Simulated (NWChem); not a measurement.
## Total energies of hydrogen telluride (H$_{2}$Te)

```
Te
H 1 1.6801
H 1 1.6801 2 89.66
```
Charge 0, spin multiplicity 1.

Program: NWChem. The geometry was optimised at PBE/def2-SVP with def2 effective core potentials on Te, a minimum by its harmonic frequencies.

Basis set: def2-SVP (36 functions).

```json
[
 {"method": "RHF", "total energy (Ha)": "-268.13952"},
 {"method": "MP2", "total energy (Ha)": "-268.27078"},
 {"method": "B2PLYP", "total energy (Ha)": "-268.91134"},
 {"method": "PBE", "total energy (Ha)": "-269.18479"},
 {"method": "B3LYP", "total energy (Ha)": "-269.29112"},
 {"method": "CAM-B3LYP", "total energy (Ha)": "-269.19182"},
 {"method": "CCSD(T)", "total energy (Ha)": "-268.29482"}
]
```

Total energies of different functionals aren't comparable as a measure of quality: only differences taken within one method are. 

Effective core potentials replace the inner electrons of Te; spin-orbit coupling is left out. The correlated methods keep 4 core orbitals frozen. B3LYP has NWChem's definition, with VWN1-RPA local correlation. Coupled-cluster values serve here as a point of comparison, not as the truth.
